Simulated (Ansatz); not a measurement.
Ansatz results at the PBE0-D4/def2-TZVP geometry: LUMO energy (ωB97M-V/def2-TZVPP) 0.38 eV; HOMO–LUMO gap (PBE/def2-TZVPP) 3.82 eV; LUMO energy (B3LYP/def2-TZVPP) -1.27 eV.

Each molecule was computed in one conformer, which needn't be the lowest.

Which molecule gave them?
A. `O=C=[N][In]([N]=C=O)[N]=C=O`
B. `CC(C)[NH][InH][F]`
C. `N#[C][In]([F])[Cl]`
D. `[CH3][In]([F])[O][SiH3]`

B. The others give `[CH3][In]([F])[O][SiH3]`: 0.21, 4.47, -1.90; `O=C=[N][In]([N]=C=O)[N]=C=O`: -0.52, 4.17, -2.86; `N#[C][In]([F])[Cl]`: -0.90, 4.78, -3.08.

B3LYP here is the variant with VWN-RPA as its local correlation; programs differ in this.
